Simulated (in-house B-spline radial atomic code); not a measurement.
Radial electron density of I IX (I8+), [Kr] (4d3/2)4 (4d5/2)4 6s1. Level of theory: Dirac-Hartree-Fock, average of the jj configuration, Fermi nucleus of rms radius 4.75 fm; calculated with a radial B-spline atomic code at the basis-set limit.

Columns: r (bohr), 4πr²n(r) (electrons per bohr), bar.

```
 0.00111    2.356 #
 0.00138    3.421 ##
 0.00172    4.955 ##
 0.00213    7.038 ###
 0.00265    9.965 #####
 0.00329    13.88 #######
 0.00408    18.98 #########
 0.00507    25.52 #############
 0.00629     33.4 #################
 0.00781    42.42 #####################
  0.0097    51.89 ##########################
   0.012    60.49 ##############################
   0.015    67.17 #################################
  0.0186    69.87 ###################################
  0.0231    68.38 ##################################
  0.0286    64.18 ################################
  0.0355    60.77 ##############################
  0.0441    62.61 ###############################
  0.0548    71.53 ###################################
   0.068    83.26 #########################################
  0.0845    88.92 ############################################
   0.105    82.26 #########################################
    0.13       69 ##################################
   0.162    62.74 ###############################
   0.201    69.31 ##################################
   0.249    74.54 #####################################
    0.31       62 ###############################
   0.384    38.44 ###################
   0.477    24.27 ############
   0.592    25.08 ############
   0.736    26.42 #############
   0.913    19.46 ##########
    1.13    9.697 #####
    1.41    3.074 ##
    1.75    0.555 
    2.17   0.2408 
     2.7   0.5537 
    3.35   0.4332 
    4.16   0.1252 
    5.16  0.01308 
    6.41 0.0004149 
    7.95 3.391e-06 
    9.88 4.408e-09
```

On this grid the curve has 5 maxima, near 0.0186, 0.0845, 0.249, 0.736, 2.7 bohr.

The 4d5/2 radial function P(r) = rR(r), positive near the nucleus, with its small component Q(r) (sign convention: Q ≈ (P' + κP/r)/2c):

```tsv
r (bohr)	P	Q
0.0097	0.001667	-0.0001056
0.015	0.005567	-0.0003489
0.0231	0.01754	-0.001084
0.0355	0.05127	-0.003109
0.0548	0.1362	-0.00808
0.0845	0.3079	-0.01783
0.13	0.5448	-0.03114
0.201	0.6444	-0.03903
0.31	0.2429	-0.02799
0.477	-0.639	-0.001258
0.736	-1.196	0.0168
1.13	-0.85	0.01305
1.75	-0.2407	0.003593
2.7	-0.01925	0.0002798
```
